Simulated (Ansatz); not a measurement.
Method: r2SCAN-D4/def2-TZVP in Ansatz (a program for electronic structure). No frequencies were computed at this level.

Ansatz 0.2 input:
```yaml
crystal:
  periodic: [false, false, false]
  atoms:
    - { symbol: C, position_ang: [0.698107, -0.21637, -0.02069] }
    - { symbol: C, position_ang: [-0.554635, 0.171901, 0.016438] }
    - { symbol: F, position_ang: [-1.406299, -0.076041, 1.002066] }
    - { symbol: F, position_ang: [-1.168919, 0.874199, -0.925741] }
    - { symbol: H, position_ang: [1.114317, -0.783379, 0.788725] }
    - { symbol: H, position_ang: [1.31743, 0.02969, -0.860795] }
basis:
  gaussian: { orbitals: def2-tzvp }
hamiltonian:
  xc: r2scan
  dispersion: d4
relax:
  max_steps: 150
```

Output:

```
Functional definition: r2SCAN
760 factors; their error is unknown
mean field evaluation 1: about -7532.8205 eV, gradient 5.5e1 eV
mean field evaluation 2: about -7525.7770 eV, gradient 6.9e1 eV
mean field evaluation 4: about -7539.2021 eV, gradient 3.1e0 eV
mean field evaluation 8: about -7539.2093 eV, gradient 4.3e-1 eV
mean field evaluation 16: about -7539.2096 eV, gradient 7.9e-5 eV
mean field -7539.20956176 eV, -277.0608411350 hartree, gradient 1.3e-5 eV, S^2 0.000000; 0 other end points of the search recorded, 0 dependent functions left out
reference -7539.20956898 eV, -277.0608414001 hartree; 16, 16 occupied and 120, 120 virtual orbitals, 760 factors
relax step   1: F+E_penalty+E_count = -7539.22590976 eV  Δ(F+E_penalty+E_count) = +0.000e0 eV  max|allowed force component| = 5.339e-1 eV/Å  Δτ_max = 0.0000 Å  (30 SCF iters, accepted)
these checks for a lower state are left out or cut short: starts, cluster_reference, orbital_swaps, neighbouring_geometries, increment
760 factors; their error is unknown
mean field -7539.21364790 eV, -277.0609912979 hartree, gradient 1.8e-5 eV, S^2 0.000000; 0 other end points of the search recorded, 0 dependent functions left out
reference -7539.21365512 eV, -277.0609915631 hartree; 16, 16 occupied and 120, 120 virtual orbitals, 760 factors
relax step   2: F+E_penalty+E_count = -7539.22999532 eV  Δ(F+E_penalty+E_count) = -4.086e-3 eV  max|allowed force component| = 2.265e-1 eV/Å  Δτ_max = 0.0072 Å  (35 SCF iters, accepted)
these checks for a lower state are left out or cut short: starts, cluster_reference, orbital_swaps, neighbouring_geometries, increment
760 factors; their error is unknown
mean field evaluation 32: about -7539.2146 eV, gradient 1.8e-5 eV
mean field -7539.21463632 eV, -277.0610276216 hartree, gradient 1.8e-5 eV, S^2 0.000000; 0 other end points of the search recorded, 0 dependent functions left out
reference -7539.21464354 eV, -277.0610278867 hartree; 16, 16 occupied and 120, 120 virtual orbitals, 760 factors
relax step   3: F+E_penalty+E_count = -7539.23098457 eV  Δ(F+E_penalty+E_count) = -9.893e-4 eV  max|allowed force component| = 3.288e-2 eV/Å  Δτ_max = 0.0060 Å  (35 SCF iters, accepted)
these checks for a lower state are left out or cut short: starts, cluster_reference, orbital_swaps, neighbouring_geometries, increment
760 factors; their error is unknown
mean field -7539.21466595 eV, -277.0610287106 hartree, gradient 1.8e-5 eV, S^2 0.000000; 0 other end points of the search recorded, 0 dependent functions left out
reference -7539.21467317 eV, -277.0610289757 hartree; 16, 16 occupied and 120, 120 virtual orbitals, 760 factors
relax step   4: F+E_penalty+E_count = -7539.23101399 eV  Δ(F+E_penalty+E_count) = -2.941e-5 eV  max|allowed force component| = 7.928e-3 eV/Å  Δτ_max = 0.0010 Å  (36 SCF iters, accepted)
760 factors; their error is unknown
mean field evaluation 64: about -7539.2147 eV, gradient 1.8e-5 eV
mean field -7539.21466595 eV, -277.0610287106 hartree, gradient 1.8e-5 eV, S^2 0.000000; 1 other end points of the search recorded, 0 dependent functions left out
reference -7539.21467317 eV, -277.0610289757 hartree; 16, 16 occupied and 120, 120 virtual orbitals, 760 factors
Total energy: -7539.23102120 eV, -277.0616297548 hartree
Atom 0 at     0.702384    -0.217696    -0.020817 Å, force     0.003618    -0.001121    -0.000107 eV/Å
Atom 1 at    -0.555856     0.172279     0.016474 Å, force     0.007928    -0.002457    -0.000235 eV/Å
Atom 2 at    -1.402638    -0.075434     0.998690 Å, force    -0.001400    -0.000684     0.002139 eV/Å
Atom 3 at    -1.166066     0.871573    -0.922557 Å, force    -0.000882     0.001391    -0.002071 eV/Å
Atom 4 at     1.108137    -0.787482     0.800200 Å, force    -0.004349     0.002568    -0.002160 eV/Å
Atom 5 at     1.314041     0.036759    -0.871986 Å, force    -0.004914     0.000303     0.002434 eV/Å
Dipole moment:     0.219033    -0.067887    -0.006492 e Å
```

Cost: around 23 core-seconds (rough).
